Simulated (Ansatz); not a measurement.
Cartesian coordinates (Å):
```xyz
8

C     -0.8722    -0.1751     0.4124
C      0.3840     0.3066    -0.2365
O      1.2656    -0.6932    -0.3744
S      0.6930     1.8321    -0.7289
H     -1.5872     0.6330     0.5208
H     -0.6362    -0.5972     1.3924
H     -1.3064    -0.9788    -0.1874
H      2.0595    -0.3274    -0.7984
```
Charge 0, multiplicity 1.

These are Ansatz (an electronic-structure program) with frozen-core CCSD(T)/cc-pVTZ // B3LYP-D3(BJ)/def2-TZVP values and carry that method's errors.

| Item | Value |
|---|---|
| HF energy | -550.52966 Ha |
| MP2 correlation energy | -0.74407 Ha |

Estimate the CCSD correlation energy, the (T) correction, the total energy and the T1 diagnostic.


```json
{
 "CCSD correlation energy": "-0.77188 Ha",
 "(T) correction": "-0.03587 Ha",
 "CCSD(T) total energy": "-551.33741 Ha",
 "T1 diagnostic": "0.017"
}
```
